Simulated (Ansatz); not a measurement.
`CO[SiH](O)F` → `O[SiH2]F` + `C=O` at 400 K and 1 bar (β-hydride elimination).

Gas-phase electronic energies from Ansatz, PBE0-D4/def2-TZVP geometries. CBS: MP2 limit from def2 TZ/QZ plus the TZ coupled-cluster correction, frozen cores. This one scheme is used for every species. One conformer a species, not always the lowest.

```
      species  CCSD(T)/CBS energy (Eh)  H − E (kJ/mol)  S (J/(mol·K))
`CO[SiH](O)F`               -580.44380           213.7          382.5
   `O[SiH2]F`               -465.96250           110.6          296.9
        `C=O`               -114.39408            83.9          229.4
```

H − E and S are ideal-gas, rigid-rotor, harmonic terms from PBE0-D4/def2-TZVP, for one conformer and one mirror image of each species. 1 Eh = 2625.50 kJ/mol, R = 8.31446 J/(mol·K).

By hand: ΔE, ΔH, ΔS and ΔG.

ΔE = (-465.96250) + (-114.39408) − (-580.44380) = 0.08722 Eh = 229.0 kJ/mol. Δ(H − E) = 110.6 + 83.9 − 213.7 = -19.2, so ΔH = 209.8 kJ/mol. ΔS = 296.9 + 229.4 − 382.5 = 143.8 J/(mol·K). ΔG = 209.8 − 400 × (143.8)/1000 = 152.3 kJ/mol.

By hand: the equilibrium constant, and the temperature at which ΔG would vanish if ΔH and ΔS stayed fixed.

log₁₀ K = −ΔG/(RT ln 10) = -19.9. ΔG = 0 at ΔH/ΔS = 1459 K.

The number of gas molecules changes by +1, which sets the sign of ΔS. A doubt of 5 kJ/mol in ΔE shifts log₁₀ K by 0.7 here. Other conformers and mirror images would add mixing entropy, several J/(mol·K) or more a flexible species. These are equilibria of isolated gas molecules and say nothing of rates. Largest T1 diagnostic: 0.015 (customary marks: 0.02 for closed shells, 0.045 for open ones).
